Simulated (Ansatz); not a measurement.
Mulliken charges of B2F3H, SMILES `FBB(F)F` from ωB97M-V/def2-TZVPP in Ansatz (PBE0-D4/def2-TZVP geometry).

```json
{"atom": "F1", "x (Å)": "0.019", "y (Å)": "0.817", "z (Å)": "1.701", "charge (e)": "-0.203"}
{"atom": "B2", "x (Å)": "-0.331", "y (Å)": "-0.077", "z (Å)": "0.792", "charge (e)": "0.148"}
{"atom": "B3", "x (Å)": "0.317", "y (Å)": "0.024", "z (Å)": "-0.797", "charge (e)": "0.464"}
{"atom": "F4", "x (Å)": "1.428", "y (Å)": "-0.605", "z (Å)": "-1.137", "charge (e)": "-0.222"}
{"atom": "F5", "x (Å)": "-0.288", "y (Å)": "0.703", "z (Å)": "-1.754", "charge (e)": "-0.222"}
{"atom": "H6", "x (Å)": "-1.103", "y (Å)": "-0.926", "z (Å)": "1.148", "charge (e)": "0.034"}
```

Problem. By hand: the dipole of these point charges (1 e Å = 4.8032 D).

Solution. Σ q r = (-0.196, -0.219, 0.083) e Å, of length 0.305 e Å = 1.46 D.

Problem. How does the dipole of the full density compare? (An estimate is asked.)

Solution. The calculation gave: (-0.110, -0.101, 0.093) e Å, 0.85 D; the point charges give 1.72 times that, at 17° from its direction.

Point charges leave out the atoms' own dipoles, such as those of lone pairs, and Mulliken's split depends on the basis, so the two needn't agree.
